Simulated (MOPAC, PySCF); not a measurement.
HFSSi, SMILES `F[Si]S` (lower singlet; F–Si–S–H torsion 0°), neutral singlet in the gas phase. This singlet lies 2.28 eV below the relaxed triplet at the level frozen-core CCSD(T)/cc-pVTZ // PBE0-D3(BJ)/def2-TZVP (Ansatz).

Cartesian coordinates (Å):
```xyz
4

F      1.3802    -0.7445    -0.0671
Si     0.9700     0.8181    -0.0242
S     -1.1746     0.6359     0.0571
H     -1.1757    -0.7094     0.0341
```
Charge 0, multiplicity 1.

All levels are single points at this geometry (PBE0-D3(BJ)/def2-TZVP); Pople sets use spherical d functions. Orbital energies aren't observables, and empty levels follow the basis.

| level | HOMO (eV) | LUMO (eV) | gap (eV) | dipole (D) | vertical IE, Delta-SCF (eV) |
|---|---|---|---|---|---|
| PBE-D3(BJ)/def2-TZVP in PySCF | -6.26 | -2.96 | 3.30 | 0.25 | – |
| PBE0-D3(BJ)/def2-TZVP in PySCF | -7.37 | -2.19 | 5.18 | 0.17 | – |
| B3LYP/3-21G in PySCF | -7.18 | -2.45 | 4.74 | 1.04 | – |
| B3LYP/6-311+G** in PySCF | -7.34 | -2.56 | 4.78 | 0.08 | – |
| B3LYP/LANL2DZ in PySCF | -7.46 | -2.85 | 4.61 | 0.14 | – |
| PBE/6-31G* in PySCF | -6.18 | -2.85 | 3.34 | 0.63 | 9.47 |
| SVWN5/6-31G* in PySCF | -6.27 | -2.98 | 3.29 | 0.64 | 9.64 |
| HF/3-21G in PySCF | -10.05 | 0.63 | 10.67 | 1.23 | – |
| PM3 in MOPAC | -8.74 | -1.84 | 6.90 | 1.65 | – |
